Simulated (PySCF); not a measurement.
trifluoro(fluorosilyl)silane (F4H2Si2), SMILES F[Si](F)(F)[SiH2]F. Atoms are numbered in the order given.

```xyz
8

Si     0.6037    -1.4920     0.0000
F     -0.7619    -2.3795     0.0000
Si    -0.0167     0.7432     0.0000
F     -0.8821     1.1392     1.2969
F     -0.8821     1.1392    -1.2969
F      1.3042     1.6656     0.0000
H      1.3889    -1.7984     1.2225
H      1.3889    -1.7984    -1.2225
```

Geometry: ωB97X-D3(BJ)/def2-SVP. The values are those of a single conformer.

Two levels are set side by side: PBE/pcSseg-1 (PySCF) and B3LYP/pcSseg-1 (PySCF). GIAO shifts against CFCl3 (¹⁹F), TMS (²⁹Si), TMS (¹H) at the same level; non-relativistic, no solvent, atoms listed together averaged. Differences are taken from unrounded values.

```tsv
quantity	B3LYP
δ(²⁹Si) of Si1 (ppm)	-13.0
δ(¹⁹F) of F2 (ppm)	-269.8
δ(²⁹Si) of Si3 (ppm)	-55.4
δ(¹⁹F) of F4, F5, F6 (ppm)	-135.2
δ(¹H) of H7, H8 (ppm)	5.45
```

What does PBE give, and how far is it from B3LYP? (The exact figures need the calculation; the answer reports its results.)


```csv
quantity,PBE,PBE minus B3LYP
δ(²⁹Si) of Si1 (ppm),-8.5,4.4
δ(¹⁹F) of F2 (ppm),-295.6,-25.8
δ(²⁹Si) of Si3 (ppm),-49.0,6.4
"δ(¹⁹F) of F4, F5, F6 (ppm)",-145.0,-9.8
"δ(¹H) of H7, H8 (ppm)",5.75,0.30
```

Rough cost on one machine, each run with all the roots and properties that it gave: B3LYP against PBE within a factor of 2.
